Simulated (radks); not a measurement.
Results of a calculation; reference values are marked as such.
All-electron atom: Rh3+ in [Kr] 4d6. Level of theory: Dirac Kohn-Sham, Slater X-alpha with alpha = 0.667, spin-unpolarised, spherical densities, point nucleus; open shells are shared between the two j in proportion to 2j + 1 (a radial shooting solver on a logarithmic mesh with Libxc functionals).

Normalised radial functions P(r) = r R(r) (large component), r in bohr:

r           4s1/2    4p3/2    4d3/2
0.002481   0.0925   0.0027   0.0000
0.00282    0.1026   0.0034   0.0000
0.00323    0.1144   0.0045   0.0000
0.003672   0.1263   0.0057   0.0001
0.004207   0.1399   0.0073   0.0001
0.004781   0.1535   0.0093   0.0001
0.005477   0.1685   0.0120   0.0002
0.006275   0.1840   0.0154   0.0002
0.007132   0.1987   0.0195   0.0003
0.008171   0.2140   0.0249   0.0005
0.009287   0.2275   0.0312   0.0007
0.01064    0.2403   0.0396   0.0010
0.01219    0.2505   0.0500   0.0014
0.01385    0.2566   0.0619   0.0020
0.01587    0.2582   0.0774   0.0029
0.01804    0.2537   0.0948   0.0040
0.02067    0.2409   0.1167   0.0058
0.02368    0.2183   0.1424   0.0082
0.02691    0.1866   0.1700   0.0114
0.03083    0.1407   0.2030   0.0160
0.03505    0.0855   0.2367   0.0220
0.04015    0.0145   0.2742   0.0305
0.04563   -0.0622   0.3093   0.0413
0.05228   -0.1508   0.3436   0.0562
0.0599    -0.2406   0.3710   0.0757
0.06808   -0.3190   0.3860   0.0989
0.07799   -0.3857   0.3850   0.1295
0.08864   -0.4223   0.3629   0.1643
0.1016    -0.4222   0.3118   0.2076
0.1164    -0.3723   0.2286   0.2566
0.1322    -0.2751   0.1207   0.3061
0.1515    -0.1210  -0.0212   0.3590
0.1722     0.0609  -0.1715   0.4045
0.1973     0.2710  -0.3329   0.4420
0.2242     0.4557  -0.4668   0.4602
0.2569     0.6012  -0.5657   0.4535
0.2943     0.6582  -0.5960   0.4126
0.3345     0.6069  -0.5453   0.3382
0.3832     0.4326  -0.4005   0.2195
0.4356     0.1685  -0.1858   0.0733
0.499     -0.1819   0.1031  -0.1105
0.5717    -0.5494   0.4174  -0.3098
0.6498    -0.8545   0.6956  -0.4954
0.7444    -1.0834   0.9303  -0.6715
0.8461    -1.1798   1.0644  -0.8013
0.9694    -1.1516   1.1005  -0.8878
1.111     -1.0131   1.0339  -0.9156
1.262     -0.8214   0.9000  -0.8900
1.446     -0.5986   0.7155  -0.8164
1.644     -0.4060   0.5335  -0.7150
1.883     -0.2429   0.3583  -0.5872
2.14      -0.1350   0.2257  -0.4613
2.452     -0.0641   0.1247  -0.3342
2.809     -0.0264   0.0613  -0.2244
3.193     -0.0100   0.0278  -0.1425
3.658     -0.0030   0.0104  -0.0799
4.157     -0.0008   0.0035  -0.0418
4.763     -0.0002   0.0009  -0.0186

4s1/2: eigenvalue -116.79 eV, 3 radial nodes at r = 0.0412, 0.165, 0.466 bohr, <r> = 0.972 bohr, 90 % of the charge inside 1.41 bohr. 4p3/2: eigenvalue -83.161 eV, 2 radial nodes at r = 0.149, 0.476 bohr, <r> = 1.07 bohr, 90 % of the charge inside 1.59 bohr. 4d3/2: eigenvalue -38.420 eV, 1 radial node at r = 0.461 bohr, <r> = 1.37 bohr, 90 % of the charge inside 2.13 bohr.
